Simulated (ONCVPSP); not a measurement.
**Before and after: ONCV potential for I**

- Element: I
- Generator: ONCVPSP 4.0.1
- Type: optimised norm-conserving Vanderbilt (ONCV)
- Functional: PBE
- Relativity: scalar-relativistic
- Frozen core: [Kr]
- Valence charge: 17
- Reference configuration: 4d10 5s2 5p5
- Partial waves: 5s: rc 1.40 bohr, ncon 3, nbas 7, qcut 4 1/bohr, 2 projectors, debl 0.8 Ha; 5p: rc 2.20 bohr, ncon 4, nbas 9, qcut 4 1/bohr, 1 projector; 4d: rc 1.45 bohr, ncon 5, nbas 9, qcut 8.5 1/bohr, 3 projectors, debl 3.5 Ha
- Local potential: polynomial inside 1.10 bohr (lpopt 5, dvloc0 6 Ha)
- Core correction: Teter function, fcfact 3.75, rcfact 1

All-electron outer shells of the reference configuration (PBE, scalar-relativistic, ld1.x):

```
shell  level (eV)  outermost node (bohr)  outermost maximum (bohr)
   4s     -180.60                   0.37                      0.68
   4p     -127.57                   0.37                      0.72
   4d      -50.28                   0.35                      0.78
   5s      -17.41                   0.88                      1.70
   5p       -7.09                   0.96                      2.02
```

Change: p: nproj 3.

Cutoffs: the cutoffs (Ha) at which the residual kinetic energy of the hardest occupied pseudo-wave falls to 1 and 0.1 mHa per electron; they do not see the model core or the augmentation charge, which bear on the density cutoff. Errors are all-electron minus pseudo energies relative to the spin-unpolarised reference configuration.

How do hardness, ghosts and transferability respond?

The potential gets neither clearly harder nor softer (67 Ha and 133 Ha → 67 Ha and 133 Ha); both files keep a bound ghost (s); the lowest positive-energy flag moves from p at 9.3 eV to p at 222.0 eV; of the 4 tests that both files solve, the error grows in 0 and shrinks in 3 by more than 15 % and 0.3 meV (median size 29.6 → 7.8 meV); the range in which the p phases agree widens (upper end 0.2 → at the end of the scan).

```tsv
quantity	base	changed
cutoff, loose	67 Ha	67 Ha
cutoff, tight	133 Ha	133 Ha
bound ghosts	s	s
GHOST(+) flags under 300 eV	p at 9.3 eV	p at 222.0 eV
error for 4d10 5s2 5p4, meV [ΔE 11.13 eV]	+8.9	-3.7
error for 4d10 5s2 5p3, meV [ΔE 30.98 eV]	+50	-12
error for 4d10 5s2 5p2, meV [ΔE 60.31 eV]	+127	-25
error for 4d10 5s2 5p4.5, meV [ΔE 4.53 eV]	+1.3	-1.4
s: phases at 1.42 bohr within 0.05 rad from the reference energy up to (Ha; the scan ends near 5)	to the end of the scan	to the end of the scan
p: phases at 2.24 bohr within 0.05 rad from the reference energy up to (Ha; the scan ends near 5)	0.2	to the end of the scan
d: phases at 1.47 bohr within 0.05 rad from the reference energy up to (Ha; the scan ends near 5)	to the end of the scan	to the end of the scan
rms error of d²Exc/dni dnj with the model core, mHa	4.10	4.10
```

 A true bound ghost makes a file unfit for plane-wave use even where its test errors are small: the radial tests pick states by their node count and pass the ghost by.
